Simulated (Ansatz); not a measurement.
ZnB7⁻, relaxed as a singlet with RKS PBE0-D4/def2-SVPD in Ansatz, starting from the GFN1-xTB geometry. Force threshold 0.02 eV/Å.

The restricted singlet is unstable towards broken spin symmetry in Hartree–Fock (as tested in another run); at PBE0-D4/def2-SVPD this wasn't settled. Another isomer (singlet) lies 0.19 eV lower at PBE0-D4/def2-TZVPD; other spin states weren't run for this one.

Start:

```xyz
8

Zn   -0.770   -1.829    1.290
B     0.790   -0.977   -0.666
B     1.798   -0.125    0.299
B    -0.576   -0.266   -1.248
B    -0.775    1.054    0.502
B     0.574    0.444    1.222
B     0.572    0.813   -0.548
B    -1.613    0.887   -0.851
```

```json
{"step": "1", "energy (eV)": "-53125.0648", "largest force component (eV/Å)": "1.428", "SCF passes": "21"}
{"step": "2", "energy (eV)": "-53125.3948", "largest force component (eV/Å)": "0.907", "SCF passes": "28"}
{"step": "3", "energy (eV)": "-53125.5542", "largest force component (eV/Å)": "0.486", "SCF passes": "29"}
{"step": "4", "energy (eV)": "-53125.6087", "largest force component (eV/Å)": "0.421", "SCF passes": "23"}
{"step": "5 (rejected)", "energy (eV)": "-53125.5869", "largest force component (eV/Å)": "0.984", "SCF passes": "28"}
{"step": "6", "energy (eV)": "-53125.6581", "largest force component (eV/Å)": "0.149", "SCF passes": "29"}
{"step": "7", "energy (eV)": "-53125.6590", "largest force component (eV/Å)": "0.326", "SCF passes": "22"}
{"step": "8", "energy (eV)": "-53125.6668", "largest force component (eV/Å)": "0.132", "SCF passes": "25"}
{"step": "9", "energy (eV)": "-53125.6675", "largest force component (eV/Å)": "0.076", "SCF passes": "25"}
{"step": "10", "energy (eV)": "-53125.6677", "largest force component (eV/Å)": "0.004", "SCF passes": "26"}
```

Force components are those of the run's own axes.

End:

```xyz
8

Zn   -0.8417   -1.5504    1.0719
B     0.8478   -0.9217   -0.6422
B     1.8147   -0.0514    0.2451
B    -0.6521   -0.4638   -1.1578
B    -0.8584    0.9023    0.6558
B     0.6416    0.4444    1.1712
B     0.3947    0.7271   -0.5028
B    -1.3466    0.9135   -0.8412
```

Bonds formed: B7–B8 (atoms count from 1).

No frequencies were taken in this run, so the end may be a saddle point.

Run time 35 s (4 threads of Intel Xeon Platinum 8259CL on a shared host), peak host memory 0.57 GiB.
